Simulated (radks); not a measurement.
Charge is removed step by step from the 2s1/2 level of Li, starting from [He] 2s1. Method: Dirac Kohn-Sham, PBE, spin-unpolarised, spherical densities, finite nucleus; Fermi nuclear charge, rms radius 2.444 fm; computed with a radial shooting solver on a logarithmic mesh with Libxc functionals.

[
 {"removed (e)": "0", "E - E(0) (eV)": "0.000", "eigenvalue (eV)": "-2.874"},
 {"removed (e)": "0.1", "E - E(0) (eV)": "0.311", "eigenvalue (eV)": "-3.354"},
 {"removed (e)": "0.2", "E - E(0) (eV)": "0.671", "eigenvalue (eV)": "-3.844"},
 {"removed (e)": "0.3", "E - E(0) (eV)": "1.080", "eigenvalue (eV)": "-4.341"},
 {"removed (e)": "0.4", "E - E(0) (eV)": "1.539", "eigenvalue (eV)": "-4.842"},
 {"removed (e)": "0.5", "E - E(0) (eV)": "2.049", "eigenvalue (eV)": "-5.343"},
 {"removed (e)": "0.6", "E - E(0) (eV)": "2.608", "eigenvalue (eV)": "-5.838"},
 {"removed (e)": "0.7", "E - E(0) (eV)": "3.216", "eigenvalue (eV)": "-6.321"},
 {"removed (e)": "0.8", "E - E(0) (eV)": "3.871", "eigenvalue (eV)": "-6.780"},
 {"removed (e)": "0.9", "E - E(0) (eV)": "4.570", "eigenvalue (eV)": "-7.191"}
]

The mean slope of the eigenvalue, de/dn, is 4.80 eV per electron.
